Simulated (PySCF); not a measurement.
**Electronic structure of Ir (iridium, neutral) at the B3LYP level**

Configuration: [Xe] 4f14 5d7 6s2, high-spin 4F determinant. Calculation: PySCF 2.14, in cc-pVDZ-PP with ECP60MDF (4s4p3d1f, 38 functions); a scalar-relativistic core potential.

| Property | Result |
| --- | --- |
| Total energy | -104.4498 hartree |
| One-electron energy | -179.9947 hartree |
| Hartree (Coulomb) energy | 86.0084 hartree |
| Exchange-correlation energy | -10.4635 hartree |
| ⟨S²⟩ | 3.7541 |
| ⟨L²⟩ | 12.010 |
| Sum of ⟨r⟩ | 27.02 bohr |
| Sum of ⟨r²⟩ | 56.29 bohr² |
| Time after the integrals | 0.49 s of wall time on 1 thread of Neoverse-V2 (shared host) |

```tsv
shell	electrons	mean orbital energy (hartree)	spread (hartree)	rms radius, mean of both spins (bohr)
5s α	1	-3.75100	0	1.05
5s β	1	-3.67012	0	1.05
5p α	3	-2.15895	0	1.22
5p β	3	-2.05979	0	1.22
5d α	5	-0.34338	0.02721	1.87
5d β	2	-0.28499	0	1.87
6s α	1	-0.26801	0	3.21
6s β	1	-0.23672	0	3.21
```

Energies and moments cover only the electrons outside the core potential. Spin-orbit coupling, absent here, splits the open shell strongly.
